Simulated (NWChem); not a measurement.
A series in which one site is exchanged, each optimised at PBE0/def2-SVP with NWChem, gas phase unless a solvent is named. All stand in one matching conformer (torsions within 35°), which need not be the lowest. This build's default masses of Se (78.918 u) and Br (79.917 u) are each other's, which moves their modes by up to 0.6 %. For some, no frequency run checked for a minimum. def2 effective core potentials on I; no spin-orbit coupling.

A: [NH2][MgH] (MgNH3; site = H)
B: [NH2][Mg][F] (MgNH₂F; site = F)
C: [NH2][Mg][Br] (MgNH2Br; site = Br)
D: [NH2][Mg][I] (MgNH₂I; site = I)

Values for A:

| Property | Value |
|---|---|
| dipole (D), PBE0/def2-SVP | 1.02 |
| orbital gap (eV), PBE0/def2-SVP | 5.79 |
| vertical ionisation energy, ΔSCF, PBE/def2-SVP (eV) | 8.62 |
| static polarisability, PBE/def2-SVPD (bohr³) | 42.9 |
| lowest singlet excitation, PBE/def2-SVPD, TDA (eV) | 3.93 |

Task: How do these values change for the other members?

Result: 
```
change from A                                            B      C      D
---------------------------------------------------  -----  -----  -----
dipole (D), PBE0/def2-SVP                            +1.39  +1.36  +1.21
orbital gap (eV), PBE0/def2-SVP                      -0.47  -0.49  -0.57
vertical ionisation energy, ΔSCF, PBE/def2-SVP (eV)  +0.50  +0.06  -0.24
static polarisability, PBE/def2-SVPD (bohr³)          -9.0  +16.3  +32.4
lowest singlet excitation, PBE/def2-SVPD, TDA (eV)   -0.43  -0.48  -0.54
```
